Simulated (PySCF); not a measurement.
Excitations are Tamm–Dancoff values on a coarser integration grid. The basis has no diffuse functions, so Rydberg states are missing or too high.

Z-matrix (Å, degrees):
```
C
N 1 1.2748
H 2 1.0256 1 111.26
H 1 1.1044 2 122.00 3 -0.01
Si 1 1.8888 4 118.21 2 -179.96
H 5 1.4795 1 109.92 4 -179.51
H 5 1.4871 6 110.72 1 -120.37
H 5 1.4871 6 110.70 7 -119.30
```
Charge 0, multiplicity 1.

Q: What S1–T1 gap (TDA), total energy, HOMO, dipole moment and S1 oscillator strength does r2SCAN-D4/def2-TZVP (PySCF) give?

A: 
The S1–T1 gap (TDA) is 1.06 eV and the total energy is -385.2775 Ha. The HOMO is -6.32 eV and the dipole moment comes out as 1.77 D. The S1 oscillator strength comes out as 0.007.
